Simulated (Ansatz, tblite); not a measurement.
Spin states of Mg2Se2, each relaxed with r2SCAN-D4/def2-SVP in Ansatz. Electronic energies in the gas phase.

The xTB rows come from tblite. B3LYP takes the VWN-RPA correlation. Correlated methods freeze 20 core orbitals; core or outer-core shells of Mg, Se are correlated, in sets that lack core-valence functions. HOMO above LUMO, or a gap near zero within one spin, warns that the state may not be the lowest or that an electron is smeared out. The structure comes from a short search, and lower isomers may exist.

Singlet geometry (D2h within 0.1 Å):

```xyz
4

Mg    0.4642    1.0135   -0.7783
Mg   -0.4642   -1.0134    0.7783
Se   -0.6534    1.3652    1.3880
Se    0.6534   -1.3652   -1.3880
```

Triplet geometry (D2h within 0.1 Å):

Cartesian coordinates in Å:
```
Mg 1.424 0.446 -0.432
Mg -1.424 -0.446 0.432
Se 0.732 -0.671 1.718
Se -0.732 0.671 -1.718
```

Quintet geometry (D2h within 0.1 Å):

| atom | x (Å) | y (Å) | z (Å) |
| --- | --- | --- | --- |
| Mg1 | -0.826 | 1.351 | 0.843 |
| Mg2 | 0.826 | -1.351 | -0.843 |
| Se3 | -1.511 | -1.269 | 0.553 |
| Se4 | 1.511 | 1.269 | -0.553 |

⟨S²⟩: triplet 2.02 at PBE0-D4/def2-TZVP (pure 2.00), quintet 6.01 at PBE0-D4/def2-TZVP (pure 6.00).

Only these spin states were relaxed. The quintet has other bonds than the singlet, so the gap mixes isomer and spin.

```json
{"level": "GFN1-xTB", "triplet − singlet (kJ/mol)": "187.5", "quintet − singlet (kJ/mol)": "358.1", "lowest of these": "singlet", "remarks": "–"}
{"level": "GFN2-xTB", "triplet − singlet (kJ/mol)": "185.7", "quintet − singlet (kJ/mol)": "387.3", "lowest of these": "singlet", "remarks": "–"}
{"level": "HF/def2-TZVP", "triplet − singlet (kJ/mol)": "159.8", "quintet − singlet (kJ/mol)": "203.8", "lowest of these": "singlet", "remarks": "–"}
{"level": "PBE-D4/def2-TZVP", "triplet − singlet (kJ/mol)": "146.3", "quintet − singlet (kJ/mol)": "382.1", "lowest of these": "singlet", "remarks": "–"}
{"level": "revPBE-D4/def2-TZVP", "triplet − singlet (kJ/mol)": "142.7", "quintet − singlet (kJ/mol)": "368.9", "lowest of these": "singlet", "remarks": "–"}
{"level": "BLYP-D4/def2-TZVP", "triplet − singlet (kJ/mol)": "137.8", "quintet − singlet (kJ/mol)": "367.2", "lowest of these": "singlet", "remarks": "gap within one spin near zero (quintet)"}
{"level": "r2SCAN-D4/def2-TZVP", "triplet − singlet (kJ/mol)": "159.1", "quintet − singlet (kJ/mol)": "383.6", "lowest of these": "singlet", "remarks": "–"}
{"level": "r2SCANh-D4/def2-TZVP", "triplet − singlet (kJ/mol)": "167.7", "quintet − singlet (kJ/mol)": "377.7", "lowest of these": "singlet", "remarks": "–"}
{"level": "B3LYP-D4/def2-TZVP", "triplet − singlet (kJ/mol)": "162.6", "quintet − singlet (kJ/mol)": "373.0", "lowest of these": "singlet", "remarks": "–"}
{"level": "B2PLYP/def2-TZVP", "triplet − singlet (kJ/mol)": "189.1", "quintet − singlet (kJ/mol)": "386.3", "lowest of these": "singlet", "remarks": "–"}
{"level": "RPA@PBE/def2-TZVP", "triplet − singlet (kJ/mol)": "137.4", "quintet − singlet (kJ/mol)": "356.7", "lowest of these": "singlet", "remarks": "–"}
{"level": "MP2/def2-TZVP", "triplet − singlet (kJ/mol)": "234.1", "quintet − singlet (kJ/mol)": "403.0", "lowest of these": "singlet", "remarks": "–"}
```

Change of the quintet − singlet gap on mixing in exact exchange, in kJ/mol: BLYP to B3LYP (20 % exact exchange) 5.7; r2SCAN to r2SCANh (10 % exact exchange) -5.9.

The xTB methods have no spin-polarisation term.
